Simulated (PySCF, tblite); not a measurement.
Isomers of C4H6O3Si. Computed with GFN2-xTB (tblite): harmonic, unscaled wavenumbers at the GFN2-xTB geometry, gas phase. Errors from tens to a few hundred cm⁻¹ against measured bands are possible. Modes of hydrogen on silicon can be 10 to 20 % off. One conformer each.

Electronic energies: PBE0/pcSseg-1 single points on the GFN2-xTB geometries (PySCF, gas phase).

```json
{"SMILES": "C#C[SiH2]OCC(=O)O", "electronic energy, lowest = 0 (kcal/mol)": "45.0"}
{"SMILES": "C=C(C=O)[SiH2]C(=O)O", "electronic energy, lowest = 0 (kcal/mol)": "41.3"}
{"SMILES": "C=C[C@@H]1O[SiH2]OC1=O", "electronic energy, lowest = 0 (kcal/mol)": "0.0"}
```

Q: How do GFN2-xTB zero-point energies change the relative energies?

A: 
| SMILES | ZPE (kcal/mol) | of it from modes above 1550 cm⁻¹ | electronic (kcal/mol) | with ZPE, lowest = 0 (kcal/mol) | lowest mode (cm⁻¹) | rings |
| --- | --- | --- | --- | --- | --- | --- |
| C=C[C@@H]1O[SiH2]OC1=O | 58.8 | 29.4 | 0.0 | 0.0 | 63 | 1 |
| C=C(C=O)[SiH2]C(=O)O | 55.8 | 31.5 | 41.3 | 38.3 | 31 | 0 |
| C#C[SiH2]OCC(=O)O | 56.1 | 30.2 | 45.0 | 42.3 | 10 | 0 |

The zero-point energies span 3.0 kcal/mol, from `C=C(C=O)[SiH2]C(=O)O` to `C=C[C@@H]1O[SiH2]OC1=O`. The order is unchanged.

Q: And how do the electronic energies of GFN2-xTB itself compare?

A: `C=C[C@@H]1O[SiH2]OC1=O` 0.0; `C=C(C=O)[SiH2]C(=O)O` 92.6; `C#C[SiH2]OCC(=O)O` 68.9 kcal/mol, lowest = 0. Against the energies above, taken from the same isomer `C=C[C@@H]1O[SiH2]OC1=O`, the largest difference is 51.3 kcal/mol.
